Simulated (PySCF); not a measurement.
# Spinor energies of Re⁺ (rhenium, charge +1)

Start: [Xe] 4f14 5d5 6s1; 5d3/2 filled at m_j = -3/2, -1/2, +1/2, +3/2; 5d5/2 filled at m_j = +5/2; 6s1/2 filled at m_j = +1/2. Calculated with PySCF 2.14 in x2c-SVPall-2c (7s9p9d2f, 93 functions): generalised Hartree-Fock with the X2C-1e Hamiltonian and a Gaussian nucleus; one run each with spin-orbit coupling (SO) switched off, then screened by Boettger's factors.

```json
{"spinor shell": "1s1/2", "electrons": "2", "ε, spin-free (eV)": "-72071.3", "ε, screened SO (eV)": "-72048.5", "weight of nominal j (screened SO)": "1.000", "rms radius, screened SO (bohr)": "0.0204"}
{"spinor shell": "2s1/2", "electrons": "2", "ε, spin-free (eV)": "-12645.8", "ε, screened SO (eV)": "-12638.7", "weight of nominal j (screened SO)": "1.000", "rms radius, screened SO (bohr)": "0.0824"}
{"spinor shell": "2p1/2", "electrons": "2", "ε, spin-free (eV)": "-11042.5", "ε, screened SO (eV)": "-12072.9", "weight of nominal j (screened SO)": "1.000", "rms radius, screened SO (bohr)": "0.0700"}
{"spinor shell": "3s1/2", "electrons": "2", "ε, spin-free (eV)": "-2997.2", "ε, screened SO (eV)": "-2994.8", "weight of nominal j (screened SO)": "1.000", "rms radius, screened SO (bohr)": "0.210"}
{"spinor shell": "3p1/2", "electrons": "2", "ε, spin-free (eV)": "-2516.3", "ε, screened SO (eV)": "-2742.7", "weight of nominal j (screened SO)": "1.000", "rms radius, screened SO (bohr)": "0.202"}
{"spinor shell": "3p3/2", "electrons": "4", "ε, spin-free (eV)": "-2516.3", "ε, screened SO (eV)": "-2423.3", "weight of nominal j (screened SO)": "1.000", "rms radius, screened SO (bohr)": "0.217"}
{"spinor shell": "3d3/2", "electrons": "4", "ε, spin-free (eV)": "-1964.2", "ε, screened SO (eV)": "-2003.7", "weight of nominal j (screened SO)": "1.000", "rms radius, screened SO (bohr)": "0.192"}
{"spinor shell": "3d5/2", "electrons": "6", "ε, spin-free (eV)": "-1964.2", "ε, screened SO (eV)": "-1935.6", "weight of nominal j (screened SO)": "1.000", "rms radius, screened SO (bohr)": "0.196"}
{"spinor shell": "4s1/2", "electrons": "2", "ε, spin-free (eV)": "-664.86", "ε, screened SO (eV)": "-664.12", "weight of nominal j (screened SO)": "1.000", "rms radius, screened SO (bohr)": "0.468"}
{"spinor shell": "4p1/2", "electrons": "2", "ε, spin-free (eV)": "-504.28", "ε, screened SO (eV)": "-557.53", "weight of nominal j (screened SO)": "1.000", "rms radius, screened SO (bohr)": "0.476"}
{"spinor shell": "4p3/2", "electrons": "4", "ε, spin-free (eV)": "-504.28", "ε, screened SO (eV)": "-482.22", "weight of nominal j (screened SO)": "1.000", "rms radius, screened SO (bohr)": "0.509"}
{"spinor shell": "4d3/2", "electrons": "4", "ε, spin-free (eV)": "-298.65", "ε, screened SO (eV)": "-306.73", "weight of nominal j (screened SO)": "0.999", "rms radius, screened SO (bohr)": "0.532"}
{"spinor shell": "4d5/2", "electrons": "6", "ε, spin-free (eV)": "-298.65", "ε, screened SO (eV)": "-292.53", "weight of nominal j (screened SO)": "0.999", "rms radius, screened SO (bohr)": "0.543"}
{"spinor shell": "5s1/2", "electrons": "2", "ε, spin-free (eV)": "-108.45", "ε, screened SO (eV)": "-108.32", "weight of nominal j (screened SO)": "1.000", "rms radius, screened SO (bohr)": "1.12"}
{"spinor shell": "5p1/2", "electrons": "2", "ε, spin-free (eV)": "-65.084", "ε, screened SO (eV)": "-74.385", "weight of nominal j (screened SO)": "0.907", "rms radius, screened SO (bohr)": "1.28"}
{"spinor shell": "4f5/2", "electrons": "6", "ε, spin-free (eV)": "-67.911", "ε, screened SO (eV)": "-69.072", "weight of nominal j (screened SO)": "0.979", "rms radius, screened SO (bohr)": "0.638"}
{"spinor shell": "4f7/2", "electrons": "8", "ε, spin-free (eV)": "-67.911", "ε, screened SO (eV)": "-66.448", "weight of nominal j (screened SO)": "0.984", "rms radius, screened SO (bohr)": "0.638"}
{"spinor shell": "5p3/2", "electrons": "4", "ε, spin-free (eV)": "-65.084", "ε, screened SO (eV)": "-60.966", "weight of nominal j (screened SO)": "0.953", "rms radius, screened SO (bohr)": "1.31"}
{"spinor shell": "5d3/2", "electrons": "4", "ε, spin-free (eV)": "-19.786", "ε, screened SO (eV)": "-19.889", "weight of nominal j (screened SO)": "0.599", "rms radius, screened SO (bohr)": "1.96"}
{"spinor shell": "5d5/2", "electrons": "1", "ε, spin-free (eV)": "-19.786", "ε, screened SO (eV)": "-19.230", "weight of nominal j (screened SO)": "1.000", "rms radius, screened SO (bohr)": "2.00"}
{"spinor shell": "6s1/2", "electrons": "1", "ε, spin-free (eV)": "-16.103", "ε, screened SO (eV)": "-16.074", "weight of nominal j (screened SO)": "1.000", "rms radius, screened SO (bohr)": "3.09"}
```

Question: Where does 2p3/2 lie, and what is the 2p spin-orbit splitting (screened SO)?

Answer: At -10627.2 eV, 1445.7 eV above 2p1/2.

```
   quantity     spin-free   screened SO
E (hartree)  -16678.92805  -16699.50730
        M_J             3             3
       ⟨J²⟩        12.003        12.004
       ⟨L²⟩         0.000         0.210
       ⟨S²⟩        12.003        11.812
```

Each row is a mean over spinors that exchange with the open shell spreads, by up to 8.450 eV (5p3/2).

Rows whose weight is well below 1 are mixtures of j = l ± 1/2: exchange outweighs spin-orbit coupling there, and the label is only the starting occupation.

Breit and QED terms are absent; they matter most for the inner s and p1/2 levels.

Densities and radii are taken from the X2C orbitals without a picture-change correction, which distorts them close to the nucleus.

Without spin-orbit coupling the j labels of p, d and f shells carry no meaning; the spin-free column gives the mean over the occupied spinors of each nl shell.
